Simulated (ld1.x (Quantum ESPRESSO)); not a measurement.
## An odd input for ld1.x (Quantum ESPRESSO) 7.5 (cobalt (Co))

Command:

```bash
ld1.x < Co.in > Co.out
```

Input:

```
&input
   title='Co', zed=27., rel=1, dft='PBE', iswitch=3,
   config='[Ar] 3d7 4s0.5 4p0 4f-2',
   nld=4, rlderiv=1.60, eminld=-11.0, emaxld=5.0, deld=0.04
 /
 &inputp
   pseudotype=3, lpaw=.true., tm=.true., lloc=-1, rcloc=1.10,
   nlcc=.false.,
   which_augfun='BESSEL', rmatch_augfun=0.75,
   file_pseudopw='Co.UPF', file_wfcaegen='ae.wfc', file_wfcncgen='nc.wfc', file_beta='beta', file_chi='chi', file_wfcusgen='us.wfc'
 /
8
3S  1  0   2.00   0.00  1.05  1.45  0.0
4S  2  0   0.50   0.00  1.05  1.45  0.0
3P  2  1   6.00   0.00  1.10  1.30  0.0
4P  3  1   0.00   0.00  1.10  1.30  0.0
3D  3  2   7.00   0.00  1.15  1.35  0.0
3D  3  2   0.00   0.00  1.15  1.35  0.0
4F  4  3  -2.00   0.15  1.10  1.30  0.0
4F  4  3  -2.00   1.75  1.10  1.30  0.0
 &test
   configts(1)='3s2 3p6 3d7 4s0.5 4p0'
 /
```

Output:

```
Program LD1 v.7.5

 %%%%%%%%%%%%%%%%%%%%%%%%%%%%%%%%%%%%%%%%%%%%%%%%%%%%%%%%%%%%%%%%%%%%%%%%%%%%%%
     Error in routine ld1_setup (6):
     mismatched all-electron/pseudo occupations
 %%%%%%%%%%%%%%%%%%%%%%%%%%%%%%%%%%%%%%%%%%%%%%%%%%%%%%%%%%%%%%%%%%%%%%%%%%%%%%

     stopping ...
```

This input was made by a single change from one that runs to its end. What was changed?

The change: energy 0.00 typed for the extra wave 3D. The program refuses the input: "ld1_setup: mismatched all-electron/pseudo occupations".
